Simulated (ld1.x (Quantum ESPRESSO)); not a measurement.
**What one change does to a pseudopotential (B, TM)**

B (Z = 5), norm-conserving Troullier–Martins (Kleinman–Bylander form), made with ld1.x (Quantum ESPRESSO) 7.5 (PW91, non-relativistic). Core [He], reference 2s2 2p0.5 (charge +0.5). Waves: 2s (bound): rc 1.10 bohr; 2p (bound): rc 2.30 bohr; 3d channel at 0.5 Ry: rc 2.35 bohr. Local part: the d channel. Core correction: Bessel-smoothed model core, default radius (core density twice the valence density).

Change: core correction Bessel-smoothed model core inside 1.24 bohr.

Cutoffs: the cutoffs (Ry, on a coarse ladder) from which the occupation-weighted sum of valence levels, in a spherical-Bessel basis at the reference potential, stays within 10 and 1 mRy of its value at 400 Ry; they do not see the model core or the augmentation charge, which bear on the density cutoff. Errors are all-electron minus pseudo energies relative to the spin-unpolarised reference configuration.

Question: What does the change do?

Answer: The potential gets neither clearly harder nor softer (21 Ry and 70 Ry → 21 Ry and 70 Ry); of the 7 tests that both files solve, the error grows in 2 and shrinks in 0 by more than 15 % and 0.3 meV (median size 8.8 → 13.6 meV); neither file shows a bound ghost. The default core radius of the base comes out at 0.70 bohr. A wider model core is smoother and lowers the density cutoff, which this test does not measure.

```tsv
quantity	base	changed
cutoff, loose	21 Ry	21 Ry
cutoff, tight	70 Ry	70 Ry
bound ghosts	none	none
error for 2s2 2p1, meV [ΔE -2.91 eV]	+4.0	+4.2
error for 2s2 2p0, meV [ΔE 5.36 eV]	+13	+14
error for 2s1 2p0, meV [ΔE 30.82 eV]	+74	+81
error for 2s0 2p3, meV [ΔE 8.79 eV]	+8.0	+14
error for 2s2 2p1.3, meV [ΔE -3.66 eV]	+6.5	+6.9
error for 2s1 2p2, meV [ΔE 2.93 eV]	+8.8	+11
error for 2s1 2p1, meV [ΔE 11.49 eV]	-14	-15
s: phases at 2.55 bohr within 0.05 rad from the reference energy up to (Ry; the scan ends near 5)	1.5	1.5
p: phases at 2.55 bohr within 0.05 rad from the reference energy up to (Ry; the scan ends near 5)	1.5	1.5
d: phases at 2.55 bohr within 0.05 rad from the reference energy up to (Ry; the scan ends near 5)	to the end of the scan	to the end of the scan
```
